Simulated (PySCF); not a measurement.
**Stationary points of [PbSe2]-**

Computed with PySCF, PBE0, basis Pb def2-SVPD with ECP60, Se def2-SVPD (scalar-relativistic core potentials, no spin–orbit coupling, density fitting).

Relaxations began from a few typed shapes; open shells are unrestricted. The search is not exhaustive: other isomers or separated fragments can lie lower, and high-lying points may rest on an excited occupation.

**Question.** Order these stationary points by electronic energy, lowest first, in kJ/mol from the lowest minimum.
A. doublet C2v: Pb–Se 2.553 Å (×2); Se–Pb–Se 129.4°
B. doublet D∞h: Pb–Se 2.601 Å (×2); Se–Pb–Se 180.0°

**Answer.** A (0.0), B (36.9).

**Question.** Which of them are minima?

**Answer.** By energy in kJ/mol, 0.0: minimum; 36.9: saddle point, 2 imaginary modes.

For the lowest minimum: the lowest empty level of this anion is unbound, so it and the gap depend on the basis. Spin–orbit coupling, left out here, can matter for elements this heavy.
